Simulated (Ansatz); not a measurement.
Calculated with Ansatz (gas phase, PBE0-D4/def2-TZVP geometries, no zero-point term in ΔE). CBS: MP2 limit from def2 TZ/QZ plus the TZ coupled-cluster correction, frozen cores. DFT in def2-TZVPP. Each species was taken in one conformer, which may not be the lowest.

Reaction (isomerisation): `C/C=C/CCCC` → `C1CCCCCC1`

`C/C=C/CCCC`:

Z-matrix (Å, degrees):
```
C
C 1 1.490
H 1 1.092 2 111.4
H 1 1.095 2 111.3 3 -120.7
H 1 1.095 2 111.2 3 120.7
C 2 1.327 1 125.2 3 0.2
H 2 1.090 1 116.5 3 -180.0
C 6 1.492 2 125.5 1 -179.9
H 6 1.091 2 118.5 1 -0.4
C 8 1.528 6 113.2 2 120.1
H 8 1.097 6 109.1 2 -118.9
H 8 1.096 6 109.5 2 -2.6
C 10 1.519 8 113.6 6 -65.2
H 10 1.096 8 109.0 6 172.6
H 10 1.097 8 109.2 6 57.1
C 13 1.518 10 112.8 8 179.8
H 13 1.095 10 109.3 8 57.2
H 13 1.097 10 109.0 8 -58.0
H 16 1.092 13 111.6 10 179.8
H 16 1.094 13 111.2 10 59.5
H 16 1.094 13 111.1 10 -60.0
```

`C1CCCCCC1`:

```xyz
21

C    -0.236   -1.209   -1.005
C    -0.809   -1.454    0.388
C    -0.110   -0.739    1.536
C     0.052    0.770    1.390
C     1.065    1.169    0.319
C     0.530    1.264   -1.109
C    -0.489    0.204   -1.524
H     0.837   -1.437   -1.021
H    -0.704   -1.923   -1.690
H    -0.799   -2.529    0.597
H    -1.866   -1.159    0.373
H    -0.661   -0.955    2.458
H     0.888   -1.174    1.673
H    -0.919    1.241    1.193
H     0.387    1.166    2.353
H     1.510    2.136    0.576
H     1.891    0.450    0.354
H     0.073    2.249   -1.257
H     1.384    1.230   -1.793
H    -1.490    0.508   -1.195
H    -0.534    0.191   -2.618
```

| level | ΔE (kJ/mol) |
| --- | --- |
| revPBE | -27.7 |
| CCSD/def2-SVP | -60.4 |

Task: What does CCSD(T)/CBS give? (Estimate.)

Result: The calculation gave: -53.2 kJ/mol. The listed levels differ from it by 25.5, -7.2 kJ/mol.

Largest T1 diagnostic among the species: 0.009.

At CCSD(T), def2-SVP lies −6.3 kJ/mol from the extrapolated value and def2-TZVPP −0.4 kJ/mol. In def2-TZVPP, CCSD(T) changes the Hartree–Fock value by −24.9 kJ/mol (the triples alone add +0.2 kJ/mol) and MP2 by −31.8 kJ/mol.

CCSD(T)/CBS has its own doubt, a few kJ/mol and more with outer-core shells, so smaller differences from it don't rank the levels.
